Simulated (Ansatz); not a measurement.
Species: C₂H₄F₂, SMILES `CC(F)F` (charge 0, multiplicity 1).

Problem. Give a relaxed geometry from r2SCAN-D4/def2-TZVP (Ansatz, a quantum-chemistry and plane-wave program).

Solution. the end point of this relaxation (outside a Z-matrix the atoms follow the SMILES, hydrogens last).
Cartesian coordinates (Å) in one orientation:
```xyz
8

C     -0.787     0.003    -0.035
C      0.704     0.023     0.109
F      1.256     0.870    -0.815
F      1.219    -1.223    -0.139
H     -1.189     1.001     0.141
H     -1.219    -0.690     0.688
H     -1.046    -0.319    -1.045
H      1.063     0.335     1.096
```
